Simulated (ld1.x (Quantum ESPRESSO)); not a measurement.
Varying the RRKJ potential for cobalt (Co)

Base potential:

Co (Z = 27), norm-conserving RRKJ (Kleinman–Bylander form), made with ld1.x (Quantum ESPRESSO) 7.5 (PBE, fully relativistic). Core [Ne], reference 3s2 3p6 3d7 4s2 4p0. Waves: 3s (bound): rc 1.05 bohr; 3d (bound): rc 1.25 bohr; 3p (bound): rc 0.70 bohr. Local part: the p channel. Core correction: a·sin(br)/r model core, default radius (core density twice the valence density). rho0 = 0.01.

Open shells are filled in proportion to 2j + 1 (rel_dist='average').

Occupied shells without a wave of their own: 4s. They enter only through the test configuration that unscreens the potential, and ld1.x also counts them in the model core charge.

Cutoffs, loose and tight: the cutoffs (Ry, on a coarse ladder) from which the occupation-weighted sum of valence levels, in a spherical-Bessel basis at the reference potential, stays within 10 and 1 mRy of its value at 400 Ry. They do not see the model core or the augmentation charge, which bear on the density cutoff. Test errors are all-electron minus pseudo excitation energies from the reference, over the configurations 3s2 3p6 3d7 4s1 4p0; 3s2 3p6 3d7 4s0 4p0; 3s2 3p6 3d6 4s0 4p0; 3s2 3p6 3d7 4s0 4p2; 3s2 3p6 3d7 4s1 4p1; 3s2 3p5 3d7 4s2 4p0; 3s1 3p6 3d7 4s2 4p0. A dash means not determined; rows that change the core or the reference have their own tests.

With those shells counted twice in exchange and correlation these files are broken, and their errors move erratically; no question is asked of them.

Cutoffs are not given where the Bessel-basis levels miss the radial ones by over 6 mRy, ghosts where they miss by over 20 mRy; a channel whose overlap is not positive is not tested.

| change | outcome | bound ghosts | largest test error (meV) |
| --- | --- | --- | --- |
| base | generated, misses its reference levels by 1.24 eV | not determined | -1038 |
| all radii but the core radius scaled by about 0.74 (s 0.78, p 0.52, d 0.92 bohr) | generated, misses its reference levels by 1.27 eV | not determined | -1545 |
| all radii but the core radius scaled by about 0.83 (s 0.88, p 0.58, d 1.04 bohr) | generated, misses its reference levels by 1.25 eV | not determined | -1169 |
| all radii but the core radius scaled by about 0.92 (s 0.96, p 0.64, d 1.16 bohr) | generated, misses its reference levels by 1.24 eV | not determined | -1103 |
| all radii but the core radius scaled by about 1.05 (s 1.10, p 0.74, d 1.32 bohr) | generated, misses its reference levels by 1.24 eV | not determined | -968 |
| all radii but the core radius scaled by about 1.15 (s 1.20, p 0.80, d 1.44 bohr) | generated, misses its reference levels by 1.24 eV | not determined | -766 |
| all radii but the core radius scaled by about 1.20 (s 1.26, p 0.84, d 1.50 bohr) | generated, misses its reference levels by 1.24 eV | not determined | -531 |
| all radii but the core radius scaled by about 1.30 (s 1.36, p 0.92, d 1.62 bohr) | generated, misses its reference levels by 1.24 eV | not determined | -418 |
| all radii but the core radius scaled by about 1.39 (s 1.46, p 0.98, d 1.74 bohr) | generated, misses its reference levels by 1.24 eV | not determined | +920 |
